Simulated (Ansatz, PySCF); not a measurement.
BClGeH4O, SMILES O[B]([GeH3])Cl. Atoms are numbered in the order given.

```xyz
8

B      0.2517    -0.5410     0.5469
Cl    -0.9877    -1.8165     0.3585
Ge     0.1920     1.1345    -0.6778
H      0.2948     0.7145    -2.1603
H     -1.1530     1.8734    -0.5047
H      1.3351     2.1243    -0.3710
O      1.2078    -0.6800     1.4784
H      1.1384    -1.5003     1.9919
```
Charge 0, spin multiplicity 1.

Geometry: B3LYP-D3(BJ)/def2-SVP. This is a generated structure with no PubChem entry under its InChIKey; it may be hypothetical. The values are those of a single conformer.

Two levels are set side by side: PBE-D3(BJ)/def2-SVP (Ansatz, a quantum-chemistry and plane-wave program) and B3LYP-D3(BJ)/def2-SVP (Ansatz). Each level has its own optimised geometry; the coordinates shown are those of the second. Frequencies come from the Hessian of PySCF at each geometry. Differences are taken from unrounded values.

```json
[
 {"quantity": "mean bond length (Å)", "B3LYP-D3(BJ)": "1.544", "PBE-D3(BJ)": "1.550", "PBE-D3(BJ) minus B3LYP-D3(BJ)": "0.006"},
 {"quantity": "bond B1–Cl2 (Å)", "B3LYP-D3(BJ)": "1.788", "PBE-D3(BJ)": "1.789", "PBE-D3(BJ) minus B3LYP-D3(BJ)": "0.000"},
 {"quantity": "bond B1–Ge3 (Å)", "B3LYP-D3(BJ)": "2.076", "PBE-D3(BJ)": "2.075", "PBE-D3(BJ) minus B3LYP-D3(BJ)": "-0.001"},
 {"quantity": "bond B1–O7 (Å)", "B3LYP-D3(BJ)": "1.342", "PBE-D3(BJ)": "1.352", "PBE-D3(BJ) minus B3LYP-D3(BJ)": "0.010"},
 {"quantity": "bond Ge3–H4 (Å)", "B3LYP-D3(BJ)": "1.544", "PBE-D3(BJ)": "1.553", "PBE-D3(BJ) minus B3LYP-D3(BJ)": "0.008"},
 {"quantity": "bond Ge3–H5 (Å)", "B3LYP-D3(BJ)": "1.544", "PBE-D3(BJ)": "1.553", "PBE-D3(BJ) minus B3LYP-D3(BJ)": "0.008"},
 {"quantity": "bond Ge3–H6 (Å)", "B3LYP-D3(BJ)": "1.543", "PBE-D3(BJ)": "1.551", "PBE-D3(BJ) minus B3LYP-D3(BJ)": "0.008"},
 {"quantity": "bond O7–H8 (Å)", "B3LYP-D3(BJ)": "0.970", "PBE-D3(BJ)": "0.979", "PBE-D3(BJ) minus B3LYP-D3(BJ)": "0.009"},
 {"quantity": "highest harmonic wavenumber (cm⁻¹)", "B3LYP-D3(BJ)": "3775", "PBE-D3(BJ)": "3656", "PBE-D3(BJ) minus B3LYP-D3(BJ)": "-120"},
 {"quantity": "mean harmonic wavenumber (cm⁻¹)", "B3LYP-D3(BJ)": "1056", "PBE-D3(BJ)": "1027", "PBE-D3(BJ) minus B3LYP-D3(BJ)": "-29"},
 {"quantity": "zero-point energy (kcal/mol)", "B3LYP-D3(BJ)": "27.17", "PBE-D3(BJ)": "26.43", "PBE-D3(BJ) minus B3LYP-D3(BJ)": "-0.74"}
]
```

GGA bonds tend to be longer and softer than those of functionals with exact exchange. Differences between two approximate levels are no errors against the true value.
